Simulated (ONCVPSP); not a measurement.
# What one change does to a pseudopotential (B (Z = 5), ONCV)

ONCVPSP 4.0.1 input, shortened (lines: element, Z, core and valence counts, functional; n l f; lmax; l rc ep ncon nbas qcut; lloc lpopt rc5 dvloc0; l nproj debl; icmod fcfact rcfact), PBE, scalar-relativistic:

```
  B 5.00    1    2        4      upf
    1    0    2.00
    2    0    2.00
    2    1    1.00
    2
    0    1.20    0.00    4    8    4.40
    1    2.35    0.00    5    9    5.70
    2    2.00    0.17    4    8    5.70
    4    5    0.85    0.00
    0    2    0.50
    1    2    3.50
    2    2    1.00
    1    0.55    0.00
```

Change: all radii but the core radius scaled by about 0.88 (s 1.06, p 2.08, d 1.76 bohr); local potential polynomial inside 0.74 bohr (lpopt 5, dvloc0 0 Ha).

Cutoffs: the cutoffs (Ha) at which the residual kinetic energy of the hardest occupied pseudo-wave falls to 1 and 0.1 mHa per electron; they do not see the model core or the augmentation charge, which bear on the density cutoff. Errors are all-electron minus pseudo energies relative to the spin-unpolarised reference configuration.

**Question.** How do hardness, ghosts and transferability respond?

**Answer.** The potential gets softer (12 Ha and 72 Ha → 12 Ha and 48 Ha); of the 4 tests that both files solve, the error grows in 0 and shrinks in 4 by more than 15 % and 0.3 meV (median size 14.6 → 10.7 meV); neither file shows a bound ghost. Less of the atom is replaced, so other configurations are described better.

```tsv
quantity	base	changed
cutoff, loose	12 Ha	12 Ha
cutoff, tight	72 Ha	48 Ha
loose cutoff by channel	s 12 Ha, p 10 Ha	s 12 Ha, p 11 Ha
bound ghosts	none	none
GHOST(+) flags under 300 eV	s at 141.9 eV	none
error for 2s2 2p0, meV [ΔE 8.22 eV]	+26	+19
error for 2s1 2p0, meV [ΔE 33.64 eV]	+95	+73
error for 2s2 2p0.5, meV [ΔE 2.89 eV]	+3.4	+2.5
error for 2s1 2p2, meV [ΔE 5.85 eV]	-1.7	+0.9
rms error of d²Exc/dni dnj with the model core, mHa	1.43	1.36
```
